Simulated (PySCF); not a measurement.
HSi, SMILES [SiH] (connectivity only; charge and spin as stated), neutral, multiplicity 2. Atoms are numbered in the order given.

```xyz
2

Si     0.0000     0.0000    -0.1030
H      0.0000     0.0000     1.4419
```
Charge 0, spin multiplicity 2.

Geometry optimised at PBE-D3(BJ)/def2-TZVPD.

Level of theory: PySCF with PBE-D3(BJ)/def2-TZVPD.

Frequencies are harmonic and unscaled.

### Question
List the normal modes with their intensities. (An estimate is asked for; the answer gives what the named calculation found.)

### Answer

```csv
mode,ν (cm⁻¹),IR (km/mol),moving atoms (share of kinetic energy)
1,1950,252.0,H 97 %
```
